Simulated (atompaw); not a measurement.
**An all-electron radial function and its pseudo partner (Pm (Z = 61))**

Columns: radius, all-electron u(r) and pseudo u(r) of the 6s shell (level -4.07 eV) of promethium in the configuration [Kr] 4d10 4f4 5s2 5p6 5d1 6s2 6p0; LDA (PW92), scalar-relativistic, PAW (atompaw) scheme, atompaw 4.2.0.5.

```
r (bohr)  all-electron   pseudo
   0.115       -0.0069  -0.0054
   0.231       -0.0920  -0.0101
   0.346        0.0831  -0.0135
   0.462        0.1661  -0.0149
   0.577        0.1091  -0.0138
   0.692       -0.0112  -0.0098
   0.808       -0.1311  -0.0024
   0.923       -0.2165   0.0085
   1.038       -0.2600   0.0232
   1.154       -0.2645   0.0419
   1.269       -0.2378   0.0642
   1.385       -0.1884   0.0902
   1.500       -0.1250   0.1193
   1.615       -0.0538   0.1512
   1.731        0.0209   0.1857
   1.846        0.0942   0.2216
   1.962        0.1647   0.2589
   2.077        0.2297   0.2963
   2.192        0.2888   0.3334
   2.308        0.3420   0.3698
   2.423        0.3882   0.4042
   2.538        0.4281   0.4362
   2.654        0.4622   0.4655
   2.769        0.4901   0.4912
   2.885        0.5130   0.5131
   3.000        0.5308   0.5308
```

Question: How many radial nodes do the two functions have?

Answer: The all-electron 6s function has n − l − 1 = 5 (the table is too coarse to show those close to the nucleus); the pseudo-wave has 1, since 1 lower shell of the same l stays in the valence.

Question: Is the pseudo-wave norm-conserving?

Answer: No, it belongs to a PAW set: the norm inside the radius is not constrained, and the difference is carried by the augmentation charge.
